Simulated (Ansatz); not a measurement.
# Worked example: HCl + Si(CH3)2(SiH3)Cl → SiH4 + Si(CH3)2Cl2

Species: HCl, singlet; Si(CH3)2(SiH3)Cl, singlet; SiH4 (silane) `[SiH4]`, singlet; Si(CH3)2Cl2 (dichlorodimethylsilane), singlet. The partners trade Cl for SiH3: H–Cl and Si–SiH3 bonds give way to H–SiH3 and Si–Cl.

Shapes, held fixed at every level: PBE0-D4/def2-TZVP. Programs: Ansatz 0.2.0. Electronic energies: no zero-point or thermal term.

At CCSD(T)/CBS estimate; 1 Eh = 2625.50 kJ/mol:

| species | energy (Eh) |
| --- | --- |
| HCl | -460.381270 |
| Si(CH3)2(SiH3)Cl | -1119.535551 |
| SiH4 | -291.463062 |
| Si(CH3)2Cl2 | -1288.496412 |

Question: Work out ΔE of the reaction at this level.

Answer: 
1. Products less reactants: (-291.463062) + (-1288.496412) − [(-460.381270) + (-1119.535551)] = -0.042653 Eh = -112.0 kJ/mol.

Other levels give -120.0 (MP2/def2-TZVPP) to -97.8 kJ/mol (PBE-D4/def2-TZVPP). No measured value is set beside it here. The CBS estimate extrapolates MP2 from def2-TZVPP and def2-QZVPP and adds CCSD(T) − MP2 in the triple-zeta set, cores frozen.
